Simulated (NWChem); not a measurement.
Species: ZrI₃ cation; SMILES [I][Zr+]([I])[I]

Results from NWChem. Medium grid unless said otherwise, to which SCAN and Minnesota functionals are sensitive. Structure relaxed at the PBE0/def2-SVP level. No frequency run checked for a minimum. This spin state was assumed; another may lie lower. def2 effective core potentials on Zr, I; no spin-orbit coupling. Total energies of different functionals are on different scales.

```csv
level,energy (Ha),highest occupied level (eV),orbital gap (eV)
B3LYP/def2-SVP,-940.3494,-11.86,3.33
PBE/def2-SVP,-940.0406,-11.08,2.12
r2SCAN/def2-SVP,-940.4323,-11.41,2.52
RPBE/def2-SVP,-940.2802,-11.02,2.12
B97-D/def2-SVP,-941.7148,-11.03,2.15
LC-BLYP (range parameter 0.33 per bohr)/def2-SVP,-939.1798,-14.11,7.45
TPSS/def2-SVP,-939.7286,-11.19,2.31
```
